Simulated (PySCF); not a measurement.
C3H9Si (SMILES [CH2][SiH](C)C), doublet, at a GFN2-xTB geometry; PySCF with DF-BHANDHLYP/STO-3G.

Here is a job for PySCF.
```python
from pyscf import gto, scf, dft

mol = gto.Mole()
mol.atom = '''
    C    -0.13352534    1.76236055    0.40437073
    Si   -0.04296491    0.08718825   -0.37167303
    C    -1.45281697   -1.00671932    0.29446193
    C     1.64697942   -0.70454999    0.00593458
    H    -1.06258640    2.21666558    0.70102766
    H     0.73610479    2.37082006    0.58047603
    H    -0.19112017    0.18138377   -1.84124855
    H    -1.44497636   -1.98782097   -0.17092914
    H    -2.41954284   -0.55618343    0.09263256
    H    -1.37510223   -1.15129058    1.36815365
    H     2.45658772   -0.07859418   -0.35605198
    H     1.74466322   -1.67479907   -0.47189922
    H     1.79365848   -0.84736411    1.07265799
'''
mol.basis = 'sto-3g'
mol.spin = 1
mol.verbose = 4
mol.build()

mf = dft.UKS(mol)
mf.xc = 'bhandhlyp'
mf = mf.density_fit(auxbasis='def2-universal-jkfit')
mf.kernel()
```

Task: Predict the main parts of the log of this PySCF run.

Result: 
```
PySCF version 2.14.0

[INPUT] verbose = 4
[INPUT] num. atoms = 13
[INPUT] num. electrons = 41
[INPUT] charge = 0
[INPUT] spin (= nelec alpha-beta = 2S) = 1
[INPUT] symmetry False subgroup None
[INPUT] Mole.unit = angstrom
[INPUT] Symbol           X                Y                Z      unit          X                Y                Z       unit  Magmom
[INPUT]  1 C     -0.133525340000   1.762360550000   0.404370730000 AA   -0.252326323289   3.330378772238   0.764149932490 Bohr   0.0
[INPUT]  2 Si    -0.042964910000   0.087188250000  -0.371673030000 AA   -0.081191912867   0.164761913780  -0.702360234587 Bohr   0.0
[INPUT]  3 C     -1.452816970000  -1.006719320000   0.294461930000 AA   -2.745426182420  -1.902423799108   0.556452401811 Bohr   0.0
[INPUT]  4 C      1.646979420000  -0.704549990000   0.005934580000 AA    3.112340036595  -1.331406522165   0.011214730864 Bohr   0.0
[INPUT]  5 H     -1.062586400000   2.216665580000   0.701027660000 AA   -2.007997279688   4.188890855950   1.324750283145 Bohr   0.0
[INPUT]  6 H      0.736104790000   2.370820060000   0.580476030000 AA    1.391036452080   4.480200604025   1.096940718575 Bohr   0.0
[INPUT]  7 H     -0.191120170000   0.181383770000  -1.841248550000 AA   -0.361164778180   0.342765648741  -3.479455486753 Bohr   0.0
[INPUT]  8 H     -1.444976360000  -1.987820970000  -0.170929140000 AA   -2.730609576871  -3.756437217967  -0.323009261307 Bohr   0.0
[INPUT]  9 H     -2.419542840000  -0.556183430000   0.092632560000 AA   -4.572273314252  -1.051034357721   0.175050168617 Bohr   0.0
[INPUT] 10 H     -1.375102230000  -1.151290580000   1.368153650000 AA   -2.598566607979  -2.175623885992   2.585435694824 Bohr   0.0
[INPUT] 11 H      2.456587720000  -0.078594180000  -0.356051980000 AA    4.642277991770  -0.148521475185  -0.672840728309 Bohr   0.0
[INPUT] 12 H      1.744663220000  -1.674799070000  -0.471899220000 AA    3.296935665402  -3.164911555976  -0.891760284196 Bohr   0.0
[INPUT] 13 H      1.793658480000  -0.847364110000   1.072657990000 AA    3.389523288204  -1.601286095686   2.027029826426 Bohr   0.0

nuclear repulsion = 165.09738594324
number of shells = 23
number of NR pGTOs = 99
number of NR cGTOs = 33
basis = sto-3g
ecp = {}

******** <class 'pyscf.df.df_jk.DFUKS'> ********
method = DFUKS
initial guess = minao
damping factor = 0
level_shift factor = 0
DIIS = <class 'pyscf.scf.diis.CDIIS'>
diis_start_cycle = 1
diis_space = 8
diis_damp = 0
SCF conv_tol = 1e-09
SCF conv_tol_grad = None
SCF max_cycles = 50
direct_scf = False
number electrons alpha = 21  beta = 20
XC library pyscf.dft.libxc version 7.1.2
    S. Lehtola, C. Steigemann, M. J. T. Oliveira, and M. A. L. Marques,  SoftwareX 7, 1–5 (2018)
XC functionals = bhandhlyp
    A. D. Becke,  J. Chem. Phys. 98, 1372 (1993)
    Defined through Gaussian implementation.
radial grids:
    Treutler-Ahlrichs [JCP 102, 346 (1995); DOI:10.1063/1.469408] (M4) radial grids

becke partition: Becke, JCP 88, 2547 (1988); DOI:10.1063/1.454033
pruning grids: <function nwchem_prune>
grids dens level: 3
symmetrized grids: False
atomic radii adjust function: <function treutler_atomic_radii_adjust>
small_rho_cutoff = 0
Set gradient conv threshold to 3.16228e-05
tot grids = 149808
******** <class 'pyscf.df.df.DF'> ********
auxbasis = def2-universal-jkfit
init E= -404.183401243066

cycle= 1 E= -404.334686773498  delta_E= -0.151  |g|= 0.183  |ddm|= 2.85
cycle= 2 E= -404.355838819006  delta_E= -0.0212  |g|= 0.0894  |ddm|= 0.404
cycle= 3 E= -404.361159171714  delta_E= -0.00532  |g|= 0.0138  |ddm|= 0.135
cycle= 4 E= -404.361384610668  delta_E= -0.000225  |g|= 0.00473  |ddm|= 0.034
cycle= 5 E= -404.361408916603  delta_E= -2.43e-05  |g|= 0.00179  |ddm|= 0.00949
cycle= 6 E= -404.361414384152  delta_E= -5.47e-06  |g|= 0.000194  |ddm|= 0.00629
cycle= 7 E= -404.361414447612  delta_E= -6.35e-08  |g|= 3.48e-05  |ddm|= 0.000648
cycle= 8 E= -404.361414449521  delta_E= -1.91e-09  |g|= 1.13e-05  |ddm|= 9.81e-05
cycle= 9 E= -404.361414449752  delta_E= -2.31e-10  |g|= 3.6e-06  |ddm|= 3.77e-05
Extra cycle  E= -404.361414449772  delta_E= -2.01e-11  |g|= 1.72e-06  |ddm|= 9.46e-06
converged SCF energy = -404.361414449772  <S^2> = 0.75625301  2S+1 = 2.0062433
```
